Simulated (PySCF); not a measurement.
The group X on HS-X is varied. Isolated molecules, 0 K electronic values unless said otherwise. One relaxed conformer stands for each flexible species; it need not be the lowest. Strings in code marks are SMILES.

The HOMO–LUMO gap from two functionals at the same geometries (B3LYP-D3(BJ)/def2-TZVP), both in PySCF: PBE-D3(BJ)/def2-TZVP and B3LYP-D3(BJ)/def2-TZVP. B3LYP has the VWN-RPA correlation part, as in Gaussian. 

| species | PBE-D3(BJ)/def2-TZVP (eV) |
|---|---|
| X = tert-butyl (`CC(C)(C)S` (C–C–S–H torsion 180°)) | 4.95 |
| X = methylsulfonyl (`CS(=O)(=O)S` (O–S–S–H torsion 30°)) | 4.63 |
| X = acetoxy (`CC(=O)OS` (O–C–O–S torsion -1°, C–O–S–H torsion 1°)) | 3.57 |
| X = propynyl (`CC#CS`) | 4.43 |

Question: What does B3LYP-D3(BJ)/def2-TZVP give for each?

Answer: 
- X = tert-butyl (`CC(C)(C)S` (C–C–S–H torsion 180°)): 6.60
- X = methylsulfonyl (`CS(=O)(=O)S` (O–S–S–H torsion 30°)): 6.39
- X = acetoxy (`CC(=O)OS` (O–C–O–S torsion -1°, C–O–S–H torsion 1°)): 5.48
- X = propynyl (`CC#CS`): 6.06
Over these rows, drawn at random from the members with no instability flagged (it was tested for open shells, ions and some series alone), PBE minus B3LYP-D3(BJ): mean -1.74 eV, from -1.91 eV to -1.63 eV.
